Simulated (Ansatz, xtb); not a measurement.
**Isomers of CH3AlGa in order of energy**

4 gas-phase structures of CH3AlGa, found in a search over its isomers (lower ones may exist). Each was relaxed with GFN2-xTB; where two conformers were screened, the lower at r2SCAN-D4/def2-SVP is listed:

A. `[AlH][CH2][Ga]`, a doublet
B. `[AlH2][CH][Ga]`, a doublet
C. a doublet given by its coordinates
D. a doublet given by its coordinates

C (Å):

```xyz
6

C    -0.5537   -0.4792    0.7087
Al    1.2772    0.4073    0.3007
Ga   -0.1650    1.5328   -1.7796
H    -0.4956   -1.5780    0.7540
H    -1.3716   -0.2641   -0.0137
H    -0.9537   -0.1762    1.6893
```

Close contacts (Å): C1–Al2 2.07, Al2–Ga3 2.77, C1–H4 1.10, C1–H5 1.11, C1–H6 1.10.

D (Å):

```
atom    x (Å)   y (Å)    z (Å)
   C  -1.7667  2.3942   1.1697
  Al   0.0633  1.6533   1.3255
  Ga  -1.2019  2.2531  -1.0231
   H  -2.6048  1.9702   1.7465
   H  -1.7139  3.4640   1.4723
   H   1.1794  1.2013   2.4097
```

Close contacts (Å): C1–Al2 1.98, C1–Ga3 2.27, Al2–Ga3 2.73, C1–H4 1.10, C1–H5 1.11, Al2–H6 1.62.

**Question.** Which do you expect lowest at r2SCAN-D4/def2-SVP, and how would the others follow?

**Answer.** Calculated order at r2SCAN-D4/def2-SVP: C (0.0), A (5.1), D (9.4), B (20.0) kcal/mol.

Energies above the lowest of each column, in kcal/mol; the last columns are at B3LYP-D3(BJ)/def2-SVP geometries (a dash: not run or not comparable):

```tsv
structure	GFN2-xTB	HF/STO-3G	r2SCAN-D4/def2-SVP	B3LYP-D3(BJ)/def2-SVP	CCSD(T)/def2-SVP
C	26.8	0.0	0.0	0.0	0.0
A	0.9	30.1	5.1	8.4	7.4
D	2.6	20.0	9.4	relaxes to A	–
B	0.0	14.3	20.0	24.3	23.5
```

CCSD(T)/def2-SVP puts C lowest of those it was run on; GFN2-xTB picks B. Flexible structures stand in one conformer each, not always the lowest. Frequencies (B3LYP-D3(BJ)/def2-SVP) were run for A, B, C alone. Open shells are spin-unrestricted, some with notable spin contamination.

Over these structures GFN2-xTB departs from r2SCAN-D4/def2-SVP by 13.9 kcal/mol on average once a common shift is removed. A GFN2-xTB relaxation took about 0.16 s and the r2SCAN-D4/def2-SVP energy about 4.5 s on a shared host (Ansatz 0.2.0, xtb 6.7.1).
